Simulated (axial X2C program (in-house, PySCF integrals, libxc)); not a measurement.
# Potential curves of InN, with spin–orbit coupling

Computed with an axial X2C code built on PySCF integrals. Two-component (2c) means X2C with spin–orbit coupling and atomic mean-field two-electron Coulomb and Gaunt terms. Basis: In dyall-cv3z [11s12p9d4f1g], N dyall-av3z [7s7p3d2f] (cores contracted in-house); Gaussian nuclei, density fitting, unrestricted open shells. Masses: In 114.904 u, N 14.003 u.

State: Ω = 1 (⟨Sz⟩ = 1.00, ⟨Lz⟩ = 0.00 at PBE0). Energies in kJ/mol from the lowest point of each curve. Fits are polynomials in 1 − R0/R over 0.85 to 1.23 times the lowest point R0.

```csv
R (Å),PBE0,PBE50
1.9305,52.75,45.42
2.0193,21.25,16.14
2.0859,8.08,4.75
2.1524,1.54,0.00
2.2190,0.00,0.23
2.2967,2.88,5.09
2.3743,9.35,13.41
2.4742,21.16,27.34
2.5962,38.57,46.70
2.7737,65.45,74.10
```

Occupations by symmetry block were frozen at the best pattern of an incomplete PBE0 search. Density functionals use the spin component along the axis (collinear). Other states lie close and PBE0, whose exact exchange favours high spin, may order them wrongly; the determinant shown need not be the ground state. The nearest other 2c determinant of the search, Ω = 2, lies 0.43 eV up at the distance of the search. With several unpaired electrons one determinant need not be a pure state. Open-shell Ω = 0 determinants with evenly filled partner blocks cannot be reached by this program, so the Ω shown need not be the lowest component. This is the Ω = 1 component of a π² triplet; the 0⁺ component is not one determinant and can lie lowest.

Fit the PBE0 curve near its minimum: give the equilibrium distance and the harmonic wavenumber.

At PBE0, 2c: Re = 2.210 Å, ωe ≈ 445 cm⁻¹; Be follows as 0.277 cm⁻¹.

What are Re and ωe at the PBE50 level?

At PBE50, 2c: Re = 2.181 Å, ωe ≈ 471 cm⁻¹; Be follows as 0.284 cm⁻¹.
